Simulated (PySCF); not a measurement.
## Computed properties of TaF₅, SMILES [F][Ta]([F])([F])([F])[F], multiplicity 1

TaF5, SMILES [F][Ta]([F])([F])([F])[F], multiplicity 1. Geometry optimised at PBE0-D3(BJ)/def2-SVP. The spin state was assumed, not searched. The isomer is the one that the SMILES or the coordinates give; other isomers of the formula were not compared. The def2 effective core potentials stand for the cores of Ta; spin–orbit coupling is left out. One conformer was computed; it need not be the lowest. All values are computed for the isolated molecule unless a solvent is named; none is compared with measurement here.

**Structure.** The optimised structure has D3h symmetry. All 12 harmonic modes at PBE0-D3(BJ)/def2-SVP (PySCF) are real, so it is a minimum. With heavy atoms numbered as in [Ta:1]([F:2])([F:3])([F:4])([F:5])[F:6], the shortest bond between them is Ta1–F5 at 1.853 Å and the longest Ta1–F3 at 1.881 Å.

**Vibrations.** The strongest infrared lines (harmonic, unscaled, degenerate partners summed) lie at 731 cm⁻¹ (324 km/mol, F 85 %, Ta 15 %), 697 cm⁻¹ (277 km/mol, F 82 %, Ta 18 %), 200 cm⁻¹ (54 km/mol, F 81 %, Ta 19 %). The softest mode is at 100 cm⁻¹ and the zero-point energy is 7.1 kcal/mol.

**Electronic structure.** ωB97X/def2-TZVP (PySCF) places the frontier levels at -14.81 and -0.28 eV, a gap of 14.53 eV, and gives a dipole moment of 0.00 D and a mean polarisability of 35.3 bohr³. PBE/def2-TZVP (PySCF) at the same geometry gives -10.17 and -3.32 eV, so its gap is 7.68 eV narrower. An orbital gap is neither the optical nor the fundamental gap.

**Excitations.** TDDFT-B3LYP/def2-SVPD (PySCF) has S1 at 7.47 eV (166 nm, f = 0.000, dark); the most intense of the 10 singlets computed lies at 7.63 eV (f = 0.02). Strengths of degenerate partners are summed. T1 (TDA) is at 7.03 eV. TDDFT-PBE/def2-SVPD (PySCF) puts S1 at 6.74 eV. No vertical singlet excitation falls in the visible range (under 3.1 eV).
